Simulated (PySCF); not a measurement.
AlBr2, SMILES [Br][Al][Br], multiplicity 2.

Geometry optimised at PBE-D3(BJ)/def2-TZVP. The multiplicity is an assumed one; other spin states were not compared. The isomer is the one that the SMILES or the coordinates give; other isomers of the formula were not compared.

Calculation: PBE-D3(BJ)/def2-TZVP (PySCF).

Frequencies are harmonic and unscaled.

```json
[
 {"mode": "1", "ν (cm⁻¹)": "90", "IR (km/mol)": "1.5", "moving atoms (share of kinetic energy)": "Br 81 %, Al 19 %"},
 {"mode": "2", "ν (cm⁻¹)": "326", "IR (km/mol)": "25.2", "moving atoms (share of kinetic energy)": "Al 66 %, Br 34 %"},
 {"mode": "3", "ν (cm⁻¹)": "445", "IR (km/mol)": "127.2", "moving atoms (share of kinetic energy)": "Al 82 %, Br 18 %"}
]
```
